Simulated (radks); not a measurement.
Q: I I, configuration [Kr] 4d10 5s1.75 5p5.25 (fractional occupations, a model configuration). Calculated with a radial shooting solver on a logarithmic mesh with Libxc functionals: Dirac Kohn-Sham, PBE, spin-unpolarised, spherical densities, finite nucleus; open shells fill j = l - 1/2 first; Fermi nuclear charge, rms radius 4.75 fm. Some entries of the table are withheld. Estimate them.

orbital,occ.,eigenvalue (Ry),<r> (bohr),<r^2> (bohr^2)
1s1/2,2,-2422.398,0.02722,0.001005
2s1/2,2,-374.1609,(1),0.01613
2p1/2,2,-351.0634,0.09847,0.01193
2p3/2,4,-329.1073,0.1041,0.01322
3s1/2,2,-75.53577,0.3138,(2)
3p1/2,2,(3),0.3040,0.1074
3p3/2,4,(4),0.3156,0.1155
3d3/2,4,-45.02376,0.2865,0.09722
3d5/2,6,-44.15497,0.2901,0.09957
4s1/2,2,-13.27905,0.7400,0.6188
4p1/2,2,-9.94606,0.7728,0.6807
4p3/2,4,-9.14166,0.8009,0.7311
4d3/2,4,-3.78529,0.9144,0.9796
4d5/2,6,-3.65929,0.9259,1.004
5s1/2,1.75,-1.28792,1.964,4.373
5p1/2,2,-0.57941,2.384,6.570
5p3/2,3.25,-0.50536,2.508,7.282

A: 
(1) 2s1/2 <r> (bohr): 0.1168
(2) 3s1/2 <r^2> (bohr^2): 0.1127
(3) 3p1/2 eigenvalue (Ry): -65.98449
(4) 3p3/2 eigenvalue (Ry): -61.85268
